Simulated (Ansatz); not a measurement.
Reaction (formal exchange of groups at a B–N bond): `O=C=NBF` + isobutene → `CC(C)=CBF` + `N=C=O`

Program: Ansatz. Geometries: PBE0-D4/def2-TZVP. ΔE: electronic, gas phase. CBS: MP2 limit from def2 TZ/QZ plus the TZ coupled-cluster correction, frozen cores. This one scheme is used for every species. Each species was taken in one conformer, which may not be the lowest.

```csv
species,HF/def2-TZVPP energy (Eh)
`O=C=NBF`,-292.11860
`C=C(C)C`,-156.17287
`CC(C)=CBF`,-280.41580
`N=C=O`,-167.83771
```

(1) Work out ΔE.

Largest T1 diagnostic among the species: 0.018.

## Answers

(1) ΔE = (-280.41580) + (-167.83771) − (-292.11860) − (-156.17287) = 0.03796 Eh = +1.03 eV. CCSD(T)/CBS gives +0.88 eV.

In def2-TZVPP, CCSD(T) changes the Hartree–Fock value by −0.14 eV (the triples alone add −0.02 eV) and MP2 by −0.12 eV. From PBE to PBE0 (25 % exact exchange), in def2-TZVPP and without D4, ΔE moves by +0.03 eV.
